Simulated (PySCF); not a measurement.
CH₈N₂OSi, SMILES CN[Si@@H](N)O.

Geometry: ωB97X-D3(BJ)/def2-SVP. The structure was generated by enumeration; whether it is a known compound was not checked. One conformer was computed; it need not be the lowest.

Calculation: ωB97X-D3(BJ)/def2-SVP (PySCF).

Frequencies are harmonic and unscaled.

Computed normal modes with their intensities:
```json
[
 {"mode": "1", "ν (cm⁻¹)": "81", "IR (km/mol)": "3.5", "Raman (Å⁴/amu)": "0.3", "depolarisation": "0.71", "moving atoms (share of kinetic energy)": "N 29 %, H 28 %, C 24 %, O 15 %"},
 {"mode": "2", "ν (cm⁻¹)": "145", "IR (km/mol)": "3.2", "Raman (Å⁴/amu)": "0.5", "depolarisation": "0.60", "moving atoms (share of kinetic energy)": "H 92 %"},
 {"mode": "3", "ν (cm⁻¹)": "195", "IR (km/mol)": "14.8", "Raman (Å⁴/amu)": "2.5", "depolarisation": "0.72", "moving atoms (share of kinetic energy)": "H 51 %, N 26 %, Si 11 %"},
 {"mode": "4", "ν (cm⁻¹)": "226", "IR (km/mol)": "17.9", "Raman (Å⁴/amu)": "0.8", "depolarisation": "0.50", "moving atoms (share of kinetic energy)": "H 48 %, N 21 %, O 12 %, C 11 %, Si 8 %"},
 {"mode": "5", "ν (cm⁻¹)": "256", "IR (km/mol)": "16.4", "Raman (Å⁴/amu)": "1.4", "depolarisation": "0.75", "moving atoms (share of kinetic energy)": "H 65 %, N 18 %, O 10 %"},
 {"mode": "6", "ν (cm⁻¹)": "289", "IR (km/mol)": "135.9", "Raman (Å⁴/amu)": "0.8", "depolarisation": "0.31", "moving atoms (share of kinetic energy)": "H 74 %, N 12 %"},
 {"mode": "7", "ν (cm⁻¹)": "304", "IR (km/mol)": "105.7", "Raman (Å⁴/amu)": "1.2", "depolarisation": "0.74", "moving atoms (share of kinetic energy)": "H 38 %, N 26 %, O 25 %, Si 10 %"},
 {"mode": "8", "ν (cm⁻¹)": "372", "IR (km/mol)": "21.1", "Raman (Å⁴/amu)": "1.4", "depolarisation": "0.55", "moving atoms (share of kinetic energy)": "H 74 %, N 14 %"},
 {"mode": "9", "ν (cm⁻¹)": "413", "IR (km/mol)": "42.3", "Raman (Å⁴/amu)": "1.6", "depolarisation": "0.69", "moving atoms (share of kinetic energy)": "N 27 %, Si 25 %, H 21 %, C 17 %, O 9 %"},
 {"mode": "10", "ν (cm⁻¹)": "500", "IR (km/mol)": "107.1", "Raman (Å⁴/amu)": "2.1", "depolarisation": "0.65", "moving atoms (share of kinetic energy)": "H 80 %, N 15 %"},
 {"mode": "11", "ν (cm⁻¹)": "731", "IR (km/mol)": "57.2", "Raman (Å⁴/amu)": "4.8", "depolarisation": "0.28", "moving atoms (share of kinetic energy)": "H 67 %, N 21 %"},
 {"mode": "12", "ν (cm⁻¹)": "781", "IR (km/mol)": "117.6", "Raman (Å⁴/amu)": "11.3", "depolarisation": "0.15", "moving atoms (share of kinetic energy)": "H 35 %, N 23 %, O 21 %, Si 19 %"},
 {"mode": "13", "ν (cm⁻¹)": "798", "IR (km/mol)": "49.1", "Raman (Å⁴/amu)": "6.2", "depolarisation": "0.73", "moving atoms (share of kinetic energy)": "H 78 %, N 11 %, O 9 %"},
 {"mode": "14", "ν (cm⁻¹)": "847", "IR (km/mol)": "56.8", "Raman (Å⁴/amu)": "5.1", "depolarisation": "0.65", "moving atoms (share of kinetic energy)": "H 61 %, N 29 %"},
 {"mode": "15", "ν (cm⁻¹)": "891", "IR (km/mol)": "106.7", "Raman (Å⁴/amu)": "3.8", "depolarisation": "0.69", "moving atoms (share of kinetic energy)": "H 39 %, O 33 %, Si 21 %"},
 {"mode": "16", "ν (cm⁻¹)": "934", "IR (km/mol)": "288.3", "Raman (Å⁴/amu)": "1.5", "depolarisation": "0.42", "moving atoms (share of kinetic energy)": "H 42 %, Si 35 %, N 21 %"},
 {"mode": "17", "ν (cm⁻¹)": "983", "IR (km/mol)": "175.8", "Raman (Å⁴/amu)": "4.1", "depolarisation": "0.65", "moving atoms (share of kinetic energy)": "H 60 %, Si 29 %"},
 {"mode": "18", "ν (cm⁻¹)": "1102", "IR (km/mol)": "22.0", "Raman (Å⁴/amu)": "3.5", "depolarisation": "0.71", "moving atoms (share of kinetic energy)": "H 82 %, C 11 %"},
 {"mode": "19", "ν (cm⁻¹)": "1153", "IR (km/mol)": "0.7", "Raman (Å⁴/amu)": "2.3", "depolarisation": "0.71", "moving atoms (share of kinetic energy)": "H 76 %, C 19 %"},
 {"mode": "20", "ν (cm⁻¹)": "1186", "IR (km/mol)": "108.0", "Raman (Å⁴/amu)": "2.5", "depolarisation": "0.73", "moving atoms (share of kinetic energy)": "N 40 %, C 32 %, H 26 %"},
 {"mode": "21", "ν (cm⁻¹)": "1418", "IR (km/mol)": "97.4", "Raman (Å⁴/amu)": "0.5", "depolarisation": "0.36", "moving atoms (share of kinetic energy)": "H 61 %, N 28 %, C 10 %"},
 {"mode": "22", "ν (cm⁻¹)": "1463", "IR (km/mol)": "22.1", "Raman (Å⁴/amu)": "7.4", "depolarisation": "0.68", "moving atoms (share of kinetic energy)": "H 83 %, C 17 %"},
 {"mode": "23", "ν (cm⁻¹)": "1479", "IR (km/mol)": "4.8", "Raman (Å⁴/amu)": "18.0", "depolarisation": "0.74", "moving atoms (share of kinetic energy)": "H 96 %"},
 {"mode": "24", "ν (cm⁻¹)": "1513", "IR (km/mol)": "6.6", "Raman (Å⁴/amu)": "23.7", "depolarisation": "0.68", "moving atoms (share of kinetic energy)": "H 95 %"},
 {"mode": "25", "ν (cm⁻¹)": "1536", "IR (km/mol)": "74.8", "Raman (Å⁴/amu)": "4.1", "depolarisation": "0.75", "moving atoms (share of kinetic energy)": "H 88 %, N 12 %"},
 {"mode": "26", "ν (cm⁻¹)": "2212", "IR (km/mol)": "190.9", "Raman (Å⁴/amu)": "93.0", "depolarisation": "0.16", "moving atoms (share of kinetic energy)": "H 97 %"},
 {"mode": "27", "ν (cm⁻¹)": "3023", "IR (km/mol)": "87.7", "Raman (Å⁴/amu)": "164.6", "depolarisation": "0.05", "moving atoms (share of kinetic energy)": "H 97 %"},
 {"mode": "28", "ν (cm⁻¹)": "3092", "IR (km/mol)": "46.8", "Raman (Å⁴/amu)": "114.4", "depolarisation": "0.68", "moving atoms (share of kinetic energy)": "H 91 %, C 9 %"},
 {"mode": "29", "ν (cm⁻¹)": "3142", "IR (km/mol)": "21.9", "Raman (Å⁴/amu)": "51.6", "depolarisation": "0.74", "moving atoms (share of kinetic energy)": "H 91 %, C 9 %"},
 {"mode": "30", "ν (cm⁻¹)": "3643", "IR (km/mol)": "20.8", "Raman (Å⁴/amu)": "62.7", "depolarisation": "0.61", "moving atoms (share of kinetic energy)": "H 94 %"},
 {"mode": "31", "ν (cm⁻¹)": "3644", "IR (km/mol)": "37.9", "Raman (Å⁴/amu)": "130.8", "depolarisation": "0.04", "moving atoms (share of kinetic energy)": "H 95 %"},
 {"mode": "32", "ν (cm⁻¹)": "3749", "IR (km/mol)": "37.2", "Raman (Å⁴/amu)": "68.6", "depolarisation": "0.74", "moving atoms (share of kinetic energy)": "H 91 %, N 9 %"},
 {"mode": "33", "ν (cm⁻¹)": "3945", "IR (km/mol)": "78.8", "Raman (Å⁴/amu)": "75.4", "depolarisation": "0.27", "moving atoms (share of kinetic energy)": "H 94 %"}
]
```
